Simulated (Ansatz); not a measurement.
`[Cl][GeH]([Cl])[GeH3]` + HCl → `[Cl][GeH]([Cl])[Cl]` + GeH₄ at 298.15 K and 1 bar (cleavage of the Ge–Ge bond).

Computed with Ansatz on PBE0-D4/def2-TZVP structures; ΔE is electronic, products minus reactants. CBS: MP2 limit from def2 TZ/QZ plus the TZ coupled-cluster correction, frozen cores. This one scheme is used for every species. For Ge outer-core shells are correlated without core-valence functions, which leaves a few kJ/mol of doubt a bond. Scalar relativity is left out up to krypton.

```csv
species,CCSD(T)/CBS energy (Eh),H − E (kJ/mol),S (J/(mol·K))
`[Cl][GeH]([Cl])[GeH3]`,-5074.27121,112.8,383.5
HCl,-460.38127,26.6,186.8
`[Cl][GeH]([Cl])[Cl]`,-3456.16971,50.0,329.5
GeH₄,-2078.49493,88.5,217.3
```

H − E and S are ideal-gas, rigid-rotor, harmonic terms from PBE0-D4/def2-TZVP. 1 Eh = 2625.50 kJ/mol, R = 8.31446 J/(mol·K).

Problem. By hand: ΔE, ΔH, ΔS and ΔG.

Solution. ΔE = (-3456.16971) + (-2078.49493) − (-5074.27121) − (-460.38127) = -0.01216 Eh = -31.9 kJ/mol. Δ(H − E) = 50.0 + 88.5 − 112.8 − 26.6 = -0.9, so ΔH = -32.8 kJ/mol. ΔS = 329.5 + 217.3 − 383.5 − 186.8 = -23.5 J/(mol·K). ΔG = -32.8 − 298.15 × (-23.5)/1000 = -25.8 kJ/mol.

Problem. By hand: the equilibrium constant, and the temperature at which ΔG would vanish if ΔH and ΔS stayed fixed.

Solution. log₁₀ K = −ΔG/(RT ln 10) = 4.5. ΔG = 0 at ΔH/ΔS = 1396 K.

ΔH outweighs TΔS. A doubt of 5 kJ/mol in ΔE shifts log₁₀ K by 0.9 here. These are equilibria of isolated gas molecules and say nothing of rates. Largest T1 diagnostic: 0.012 (customary marks: 0.02 for closed shells, 0.045 for open ones).
